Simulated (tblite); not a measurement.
Task: Write Cartesian coordinates for InChI=1S/C8H5O/c1-2-7-3-5-8(9)6-4-7/h1,3-6H as optimised with GFN2-xTB. (Doublet state.)

Result: 
```
atom  x, y, z in Å
C1     3.320   -0.010   -0.423
C2     2.124   -0.005   -0.268
C3     0.735   -0.002   -0.092
C4     0.062    1.198    0.232
C5    -1.286    1.211    0.403
C6    -2.087    0.005    0.262
O7    -3.311    0.007    0.419
C8    -1.352   -1.204   -0.074
C9    -0.003   -1.198   -0.240
H10    4.361   -0.013   -0.557
H11    0.645    2.102    0.341
H12   -1.813    2.121    0.650
H13   -1.928   -2.110   -0.186
H14    0.531   -2.105   -0.488
```

Any rigid rotation of these coordinates is as good. Atoms count from 1 in this order. C4 (carbon bonded to 2 C and H) is planar (angles 120.9°, 120.6° and 118.5°, sum 360.0°, 0.00 Å off the plane of its three neighbours). C6 (carbon bonded to 2 C and O) is planar (angles 122.2°, 122.2° and 115.7°, sum 360.0°, 0.00 Å off the plane of its three neighbours). C3 (carbon bonded to 3 C) is planar (angles 120.2°, 120.2° and 119.6°, sum 360.0°, 0.00 Å off the plane of its three neighbours). The 9 heavy atoms lie in one plane (0.001 Å rms).

Bonds between heavy atoms (Å): C1≡C2 1.206, C2–C3 1.400, C3–C4 1.413, C4–C5 1.359, C5–C6 1.454, C6–O7 1.234, C6–C8 1.455, C8–C9 1.359, C3–C9 1.413.

Computed geometry: GFN2-xTB, gas phase. This method treats the open shell by occupation alone, without spin polarisation.

Point group: C2v (tolerance 0.08 Å). Its GFN2-xTB frequencies are all real (lowest 79 cm⁻¹).

Time: 0.3 s of wall time. Hardware: one thread of an Intel Xeon Platinum 8259CL at 2.50 GHz, shared host with 96 logical CPUs at a one-minute load of 53. That covers the optimisation of the geometry.
